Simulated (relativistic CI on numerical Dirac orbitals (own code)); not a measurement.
**What each ingredient does to the levels of I⁸⁺**

Base calculation: Dirac-Coulomb-Breit CI, separate exchange-only KLI orbitals for each configuration, model QED, unscaled Slater integrals.

Configurations in the expansion (outside the closed core [Ar] 3d10): 4s²4p⁶4d⁹, 4s²4p⁵4d¹⁰, 4s²4p⁶4d⁸4f, 4s²4p⁶4d⁸5s, 4s²4p⁶4d⁸5p, 4s4p⁶4d¹⁰, 4s²4p⁶4d⁷5s5p, 4s²4p⁶4d⁸5d, 4s²4p⁵4d⁹4f, 4s²4p⁶4d⁷4f5s, 4s²4p⁶4d⁸6s, 4s²4p⁶4d⁸6p, 4s²4p⁶4d⁸5f, 4s²4p⁶4d⁸6d, 4s²4p⁶4d⁷5s², 4s²4p⁶4d⁶4f5s², 4s²4p⁶4d⁶5s²5p, 4s²4p⁶4d⁶5s²5d. Double excitations out of closed p, d and f shells are left out; levels of such configurations are missing from the list, as are those of other unlisted configurations, and high levels can miss mixing partners.

The lowest level and the first level of each name with at least 55 % of one term (blank where a level has no safe partner in the second run):

| Level | Base (cm⁻¹) | Shift (cm⁻¹) |
| --- | --- | --- |
| 4s²4p⁶4d⁹ ²D5/2 | 0 | 0 |
| 4s²4p⁶4d⁹ ²D3/2 | 14405 | -62 |
| 4s²4p⁶4d⁸5s ⁴F9/2 | 429737 | +372 |
| 4s²4p⁶4d⁸5s ⁴F7/2 | 435711 | +10 |
| 4s²4p⁶4d⁸5s ⁴F5/2 | 443507 | +6 |
| 4s²4p⁶4d⁸5s ⁴F3/2 | 445386 | -424 |
| 4s²4p⁶4d⁸5s ²F7/2 | 447709 | -405 |
| 4s²4p⁶4d⁸5s ⁴P1/2 | 463684 | -1994 |
| 4s²4p⁶4d⁸5s ²D5/2 | 473430 | -1540 |
| 4s²4p⁶4d⁸5s ²G9/2 | 474015 | -2875 |
| 4s²4p⁶4d⁸5s ²G7/2 | 474313 | -2873 |
| 4s²4p⁶4d⁸5s ²P1/2 | 475719 | -3100 |
| 4s²4p⁶4d⁸5s ²P3/2 | 476983 | -2448 |
| 4s²4p⁶4d⁸5s ²S1/2 | 523221 | -7051 |
| 4s²4p⁶4d⁸5p ⁴D°7/2 | 544240 | +1191 |
| 4s²4p⁶4d⁸5p ⁴D°5/2 | 556741 | +844 |
| 4s²4p⁶4d⁸5p ⁴G°7/2 | 558791 | +1028 |
| 4s²4p⁶4d⁸5p ⁴G°11/2 | 563196 | +1009 |
| 4s²4p⁶4d⁸5p ⁴D°3/2 | 566861 | +836 |
| 4s²4p⁶4d⁸5p ⁴F°9/2 | 568817 | +436 |
| 4s²4p⁶4d⁸5p ⁴D°1/2 | 569740 | +382 |
| 4s²4p⁶4d⁸5p ²F°7/2 | 570336 | +264 |

At this charge configurations can still be misplaced by up to about 7 % of their energy. Levels and lines within the n = 5 or 6 shells can be off by up to 10 % or somewhat more, and those that change n by about 2 %, since core polarisation is missing.

Question: One thing was changed in a second run, which moved the levels as shown. Which?
A. QED terms removed
B. configuration mixing switched off
C. Breit term removed
D. valence Slater integrals scaled by 0.9

Answer: D. Valence Slater integrals scaled by 0.9. Scaling acts on the splittings between terms and on the mixing, and leaves the fine structure of pure LS terms nearly alone; in jj coupling it moves the levels of one term differently.

LS names give the leading component of a level, which can be under half, so a name can repeat, a term be missing and a line seem to break the LS rules.
